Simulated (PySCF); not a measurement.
Spectra and structures to be paired. Computed, not measured: PySCF 2.14.0, density-fitted response routines, TDDFT CAM-B3LYP/def2-SVPD, vertical, gas phase, core orbitals frozen in the response, def2 core potentials past Kr. Geometries: PBE0-D3(BJ)/def2-SVP; one conformer of each isolated species. Triplets are in the Tamm–Dancoff approximation. Atoms past krypton carry core potentials; spin–orbit coupling is left out.

A. `[Br][Hg][Br]`
B. `CO/C=C\CC=O`
C. `CC(=O)/C=C(/C)O`
D. `[BH2-]1[PH2+][BH2-][PH2+]1`
E. `F[C@@H]1CCOC[C@@H](F)C1`

Lowest singlet levels (six at most, fewer where fewer were computed) with oscillator strengths:

1. 290 nm (f 0.006); 212 nm (f 0.156); 196 nm (f 0.021); 188 nm (f 0.198); 177 nm (f 0.045); 172 nm (f 0.050)
2. 274 nm (f 0.000 summed over 2 states); 243 nm (f 0.034 summed over 2 states); 195 nm (f 0.214); 184 nm (f 0.000); 184 nm (f 0.000 summed over 2 states); 174 nm (f 0.000) [of 10 roots; the last level is left out, as the window may have cut its degenerate partner]; T1 4.12 eV
3. 193 nm (f 0.000); 178 nm (f 0.000); 177 nm (f 0.005); 172 nm (f 0.005); 170 nm (f 0.000); 165 nm (f 0.016); T1 6.03 eV
4. 274 nm (f 0.001); 241 nm (f 0.312); 187 nm (f 0.006); 168 nm (f 0.000); 165 nm (f 0.041); 163 nm (f 0.001); T1 3.39 eV
5. 168 nm (f 0.004); 153 nm (f 0.043); 149 nm (f 0.055); 147 nm (f 0.004); 143 nm (f 0.008); 142 nm (f 0.011); T1 7.24 eV

**Question.** Which spectrum belongs to which structure?

**Answer.** 1 = B, 2 = A, 3 = D, 4 = C, 5 = E.
- A: S1 at 4.53 eV, HOMO-1/HOMO→LUMO (97%); for S1 the Löwdin share of mercury is 6% in HOMO and 38% in LUMO; HOMO -9.73 and LUMO -1.79 eV; point group D∞h, 6 of its 9 listed states under f = 0.0005.
- B: S1 at 4.27 eV, HOMO-1→LUMO (50%), HOMO→LUMO (38%); Löwdin shares by element: HOMO carbon 44% or more, oxygen 31% (atoms not listed hold the other 24%); LUMO carbon 48% or more, oxygen 27% or more (atoms not listed hold the other 24%); HOMO -7.98 and LUMO 0.46 eV.
- C: S1 at 4.53 eV, HOMO-1→LUMO (96%); Löwdin shares by element: HOMO carbon 54% or more, oxygen 28% (atoms not listed hold the other 18%); LUMO carbon 46% or more, oxygen 29% (atoms not listed hold the other 25%); HOMO -8.35 and LUMO -0.20 eV.
- D: S1 at 6.44 eV, HOMO→LUMO (81%), HOMO→LUMO+2 (15%); Löwdin shares by element: HOMO boron 42%, phosphorus 30% (atoms not listed hold the other 28%); LUMO phosphorus 32%, boron 30% (atoms not listed hold the other 38%); HOMO -9.13 and LUMO 0.58 eV; point group C2v, 3 of its 6 listed states under f = 0.0005.
- E: S1 at 7.39 eV, HOMO→LUMO (84%); Löwdin shares by element: HOMO oxygen 53%, carbon 24% or more (atoms not listed hold the other 23%); LUMO carbon 25% or more, hydrogen 22% or more (atoms not listed hold the other 53%); HOMO -9.19 and LUMO 1.16 eV.
A and C have S1 within 0.01 eV of each other; their strongest listed levels stand at 6.35 eV (f 0.214) and 5.15 eV (f 0.312).

A slash joins orbitals within 0.01 eV of each other, whose weights are summed (≥ marks a lower bound).
